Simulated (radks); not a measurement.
The numbers below are computed, except where a source is named.
All-electron atom: Se XIX in [Ne] 3s2 3p4.

Level of theory: scalar-relativistic Kohn-Sham, BLYP, spin-polarised, spherical densities, finite nucleus; open shells are filled with parallel spins first; Fermi nuclear charge, rms radius 4.14 fm (a radial shooting solver on a logarithmic mesh with Libxc functionals).

Energy parts (eV):
| part | energy |
|---|---|
| total | -61269.797 |
| kinetic | 62640.326 |
| electron-nucleus | -135799.583 |
| Hartree | 13691.534 |
| exchange-correlation | -1802.073 |

Orbitals (lengths in bohr, moments of r in powers of bohr):
orbital  occ.  eigenvalue (eV)       <r^4>
1s up       1        -13208.08  0.00001764
1s down     1        -13205.79  0.00001763
2s up       1        -2296.670    0.003375
2s down     1        -2294.944    0.003362
2p up       3        -2107.626    0.002428
2p down     3        -2105.129    0.002421
3s up       1        -786.4421      0.1182
3s down     1        -778.4770      0.1195
3p up       3        -726.0621      0.1174
3p down     1        -718.1393      0.1188

The highest occupied level is 3p down at -718.14 eV. Summed over all electrons, <r^2> = 1.980 bohr^2, which gives a Langevin (diamagnetic) susceptibility term of -1.57 x 10^-6 cm^3/mol. Spin moment in Bohr magnetons: 2. The electron density at the nucleus is 4.051e+04 e/bohr^3 (large components only). For comparison, the ionisation energy in NIST's Atomic Spectra Database is 740 eV (semi-empirical). In exact Kohn-Sham theory the highest level is minus the ionisation energy, but local and semilocal functionals leave it too shallow, through self-interaction and a potential that decays too fast; potentials with the right tail come closer. The spin density at the nucleus is -1.576 e/bohr^3 (1s -3.929, 2s 0.394, 3s 1.959). The density falls to 0.001 e/bohr^3 at r = 1.31 bohr.
